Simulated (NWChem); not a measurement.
# H₃FTi in NWChem

```xyz
5

Ti     0.3987    -0.0796     0.0000
F     -1.2917     0.2579     0.0000
H      1.1066     0.5896     1.3768
H      1.1066     0.5896    -1.3768
H      0.6398    -1.7489     0.0000
```
Charge 0, spin multiplicity 1.

Everything below was run with NWChem. All single points use one geometry, from B3LYP/def2-SVP, a minimum by its harmonic frequencies.

Symmetry labels belong to the abelian group Cs used in the runs, with the axes of the coordinates shown; states degenerate in a higher group split over its labels.

The structure started from a generated list of species.

Question: List the lowest 6 singlet excitations that CIS/def2-SVPD gives, with oscillator strengths.

Answer: 
```json
[
 {"state": "1", "symmetry": "a\"", "energy (eV)": "4.03", "wavelength (nm)": "308", "f": "0.000"},
 {"state": "2", "symmetry": "a\"", "energy (eV)": "4.41", "wavelength (nm)": "281", "f": "0.000"},
 {"state": "3", "symmetry": "a'", "energy (eV)": "4.41", "wavelength (nm)": "281", "f": "0.000"},
 {"state": "4", "symmetry": "a'", "energy (eV)": "5.09", "wavelength (nm)": "244", "f": "0.021"},
 {"state": "5", "symmetry": "a\"", "energy (eV)": "5.63", "wavelength (nm)": "220", "f": "0.000"},
 {"state": "6", "symmetry": "a'", "energy (eV)": "5.63", "wavelength (nm)": "220", "f": "0.000"}
]
```
